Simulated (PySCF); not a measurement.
H7NSi2, SMILES [SiH3]N[SiH3]. Atoms are numbered in the order given.

```xyz
10

Si     0.0006     0.1323     1.5799
N     -0.0068    -0.6081     0.0000
Si     0.0006     0.1323    -1.5799
H     -1.0581    -0.4601     2.4520
H     -0.2579     1.5862     1.3914
H      1.3030    -0.0367     2.2959
H      0.0559    -1.6254     0.0000
H      1.3030    -0.0367    -2.2959
H     -1.0581    -0.4601    -2.4520
H     -0.2579     1.5862    -1.3914
```

Coordinates come from a B3LYP-D3(BJ)/def2-SVP optimisation.

All values below come from r2SCAN/def2-TZVPD (PySCF).

Mulliken values depend strongly on the basis, most of all with diffuse functions as here. ESP charges are fitted to the potential on shells at 1.4 to 2.0 van der Waals radii. Atomic charges (e):

```csv
atom,Mulliken,ESP fit,meta-Löwdin
Si1,0.21,0.32,0.62
N2,-0.25,-0.57,-0.80
Si3,0.21,0.32,0.62
H4,-0.06,-0.08,-0.12
H5,-0.07,-0.05,-0.10
H6,-0.06,-0.08,-0.12
H7,0.22,0.34,0.24
H8,-0.06,-0.08,-0.12
H9,-0.06,-0.08,-0.12
H10,-0.07,-0.05,-0.10
```
